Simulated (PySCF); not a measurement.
Si(H)2(OMe)(PH2) (CH7OPSi), SMILES CO[SiH2]P.

Coordinates come from a B3LYP-D3(BJ)/def2-SVP optimisation. Other conformers were not sampled.

Two levels are set side by side: PBE/def2-TZVP (PySCF) and r2SCAN/def2-TZVP (PySCF). Same geometry, gas phase. Differences are taken from unrounded values.

| quantity | r2SCAN | PBE | PBE minus r2SCAN |
|---|---|---|---|
| orbital gap (eV) | 6.00 | 5.43 | -0.57 |
| highest occupied level (eV) | -6.47 | -6.21 | 0.27 |
| lowest empty level (eV) | -0.47 | -0.77 | -0.30 |
| dipole moment (D) | 0.39 | 0.40 | 0.01 |
| mean polarisability (bohr³) | 69.8 | 71.7 | 1.9 |

Rough cost on one machine, each run with all the roots and properties that it gave: r2SCAN against PBE about 4 times.
